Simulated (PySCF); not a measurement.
## Worked example: oscillator strength and radiative lifetime

H₁₀Si₅, SMILES [SiH2]1[SiH2][SiH2][SiH2][SiH2]1.

Geometry: PBE0-D3(BJ)/def2-SVP.

TDA-PBE0/def2-SVPD in PySCF 2.14.0 puts the first singlet state with f over 0.02 at 6.67 eV (vertical), with the transition dipole (0.104, -0.376, -0.215) in atomic units.

Question: Find the oscillator strength, the wavelength and the radiative lifetime that this transition would have in vacuum if emission retraced absorption.

Answer: 
|μ|² = 0.1984 au, so |μ| = 1.13 D. ΔE = 6.67/27.211 = 0.2451 hartree. f = (2/3) ΔE |μ|² = 0.032 (the program prints 0.032).
λ = 1239.84/6.67 = 186 nm; ν = 53797 cm⁻¹.
Einstein's coefficient A = 0.6670 ν² f s⁻¹ (ν in cm⁻¹) = 6.3e7 s⁻¹, so τ = 1/A = 16 ns. This state is S10; the lower singlets have f = 0.005, 0.004, 0.006, 0.001, 0.006, 0.006, 0.002, 0.005, 0.005. The figure is the radiative limit of this one transition; relaxation, internal conversion, crossing to triplets and a medium change what is measured.
